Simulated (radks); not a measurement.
The gallium ion Ga2+, 29 electrons, occupied as [Ar] 3d10 4s1. Method: scalar-relativistic Kohn-Sham, PBE, spin-unpolarised, spherical densities, point nucleus; computed with a radial shooting solver on a logarithmic mesh with Libxc functionals.

Normalised radial functions P(r) = r R(r), r in bohr:

r,2p,3s
0.001849,0.0036,0.0781
0.002408,0.0058,0.0992
0.003135,0.0094,0.1253
0.004083,0.0154,0.1571
0.005316,0.0250,0.1951
0.006922,0.0407,0.2392
0.009014,0.0657,0.2882
0.01174,0.1055,0.3392
0.01528,0.1675,0.3863
0.02006,0.2656,0.4205
0.02612,0.4073,0.4250
0.03401,0.6090,0.3820
0.04429,0.8806,0.2715
0.05767,1.2200,0.0802
0.07509,1.6002,-0.1840
0.09778,1.9582,-0.4750
0.1273,2.1945,-0.6972
0.1658,2.2001,-0.7203
0.2176,1.9044,-0.4256
0.2834,1.3835,0.1545
0.369,0.8057,0.8302
0.4805,0.3561,1.3004
0.6256,0.1113,1.3528
0.8146,0.0226,1.0345
1.061,0.0027,0.5899
1.381,0.0002,0.2449
1.799,0.0000,0.0700
2.361,0.0000,0.0119
3.074,0.0000,0.0012
4.003,0.0000,0.0001
5.212,0.0000,0.0000
6.787,0.0000,0.0000

2p: eigenvalue -1119.1 eV, 0 radial nodes, <r> = 0.191 bohr, 90 % of the charge inside 0.312 bohr. 3s: eigenvalue -168.46 eV, 2 radial nodes at r = 0.0629, 0.266 bohr, <r> = 0.652 bohr, 90 % of the charge inside 0.976 bohr.
